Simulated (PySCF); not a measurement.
**Vibration and rotation of SnC**

ROHF-CCSD(T) constants of SnC, ³Π (triplet), unpaired electrons σ ↑, π ↑ (PySCF, scalar-relativistic core potentials, basis sets Sn def2-TZVPP with ECP28, C def2-TZVPP; masses 119.9022 and 12.0000 u):

- ωe: 678.5 cm⁻¹
- ωexe: 4.16 cm⁻¹
- Be: 0.38134 cm⁻¹
- αe: 0.00291 cm⁻¹
- De to Sn + C: 3.08 eV

Q: What force constant and bond length do these constants imply?

A: Reduced mass μred = 10.908 u; k = 5.8918×10⁻⁷·μred·ωe² (u, cm⁻¹, mdyn/Å) = 2.96 mdyn/Å; Re = √(16.8576/(μred·Be)) (u, cm⁻¹, Å) = 2.013 Å.

Q: Estimate the centrifugal constant D from the Kratzer relation and find the Dunham coefficient a1.

A: D = 4Be³/ωe² = 4.82e-07 cm⁻¹; a1 = −1 − αeωe/(6Be²) = -3.26.

Correlated steps freeze 5 core orbitals. Spin–orbit coupling is left out, which matters for elements this heavy, above all for dissociation energies. The CCSD T1 diagnostic is raised, a sign that a single reference may not be enough here. The state was picked by a PBE0 search and need not be the measured ground state.
